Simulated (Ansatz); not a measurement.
The first iterations of a band of BH$_{3}$NPS (7 atoms, charge 0, multiplicity 1).

The calculation used RKS PBE-D4/6-31G* in Ansatz.

```json
{"movable images": "5", "climbing image": "yes", "spring": "5.0 eV/Å²", "optimiser": "quadratic models (default)", "start path": "through a guess of the saddle point", "force threshold": "0.5 eV/Å", "iteration limit": "60", "end points": "relaxed"}
```

First end point:

```xyz
7
Properties=species:S:1:pos:R:3
S -1.929 -0.221 -1.127
P 0.218 0.127 -1.306
B 0.793 0.596 0.476
N 0.997 -0.698 0.102
H -2.185 0.423 0.048
H 0.901 1.350 1.396
H 1.266 -1.646 0.365
```

Last end point:

```xyz
7
Properties=species:S:1:pos:R:3
S -2.503 -0.720 -0.209
P -0.774 0.158 -0.447
B 0.616 0.602 0.776
N 0.782 -0.546 0.026
H -0.516 0.611 -1.775
H 1.115 1.225 1.664
H 1.341 -1.398 -0.081
```

| iteration | highest image above the first end (eV) | largest band force component (eV/Å) |
| --- | --- | --- |
| 1 | 4.280 | 22.616 |
| 2 | 2.825 | 6.177 |

Q: Does the band converge within its limit, and where does its top end?

A: The forces met the threshold. It ended after 8 iterations with the highest image 2.009 eV above the first end. The threshold of 0.5 eV/Å is loose, so the images may lie well off the minimum-energy path. Neighbouring images differ by up to 1.7 eV, so the band resolves the path poorly. The order of the stationary point at the top wasn't checked. The orbitals stay closed-shell, which can raise the energy where a bond breaks towards radicals; this wasn't checked here.

The run took 92 s on 1 thread of Arm Neoverse V1, with other jobs on the host, peak memory 0.25 GiB.
